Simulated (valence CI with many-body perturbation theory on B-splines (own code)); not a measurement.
# Cu⁵⁺: fill in the table

Computed by relativistic CI+MBPT: six valence electrons over a frozen Dirac-Fock core [Ar], a basis of 7 s, 7 p, 8 d, 6 f, 4 g, 1 h functions for each j, with the one-electron correlation potential Σ1, the two-electron term Σ2, the three-electron term Σ3, Breit, model QED; selected CI, second order for the rest, scaled by the run's own slope (own B-spline code, finite nucleus).

Against 30 measured levels this calculation errs by 577 cm⁻¹ on average and by 1949 at most. Among the levels kept, up to 610 cm⁻¹ of a level comes from second order outside the variational space, and about a tenth of that is noise between levels of different J, which matters for small intervals. Only levels of the ground parity were solved; by the run's estimate the other parity begins above the list, which can be wrong where configurations are misplaced.

| Level | E (cm⁻¹) |
| --- | --- |
| 3d6 5D_4 | 0.0 |
| 3d6 5D_3 | ? |
| 3d6 5D_2 | ? |
| 3d6 5D_1 | ? |
| 3d6 5D_0 | 2709 |
| 3d6 3H_6 | 29138 |
| 3d6 3P_2 [a] | ? |
| 3d6 3H_5 | 29733 |
| 3d6 3H_4 | 30064 |
| 3d6 3F_4 [a] | 32228 |
| 3d6 3P_1 [a] | 32789 |
| 3d6 3F_3 [a] | 32839 |
| 3d6 3F_2 [a] | 33311 |
| 3d6 3P_0 [a] | 33988 |
| 3d6 3G_5 | 36440 |
| 3d6 3G_4 | ? |
| 3d6 3G_3 | 37945 |
| 3d6 1I_6 | 44457 |
| 3d6 3D_2 | 46317 |
| 3d6 3D_1 | ? |

Letters in brackets count levels of one name in rising energy.

Problem. The levels stand in rising order. What does the calculation give for the missing energies?

Solution. 3d6 5D_3 1163; 3d6 5D_2 1947; 3d6 5D_1 2446; 3d6 3P_2 [a] 29478; 3d6 3G_4 37511; 3d6 3D_1 46440.
